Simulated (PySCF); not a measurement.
Q: What does the PBE0-D3(BJ)/def2-SVP structure of `FC(F)(F)[SiH2][SeH]` look like in three dimensions?

A: 
```
atom  x, y, z in Å
F1    -1.4855    0.4140    1.3559
C2    -1.1699    0.0850    0.1004
F3    -2.0809   -0.8054   -0.3234
F4    -1.3115    1.1875   -0.6516
Si5    0.6138   -0.6504   -0.0488
Se6    2.1577    0.8622    0.6293
H7     0.7036   -1.8139    0.8726
H8     0.7793   -1.0561   -1.4715
H9     1.8522    1.7608   -0.4971
```

Orientation and origin are arbitrary. Atoms count from 1 in this order. Si5 (SiH2 silicon) is distorted tetrahedral (angles from 106.2° to 113.1°).

Bonds between heavy atoms (Å): F1–C2 1.336, C2–F3 1.343, C2–F4 1.342, C2–Si5 1.935, Si5–Se6 2.265.

Theory: PySCF, PBE0-D3(BJ)/def2-SVP geometry optimisation, gas phase.

Not checked by PBE0-D3(BJ)/def2-SVP frequencies. One conformer, not necessarily the lowest (C2–Si5–Se6–H -66°).
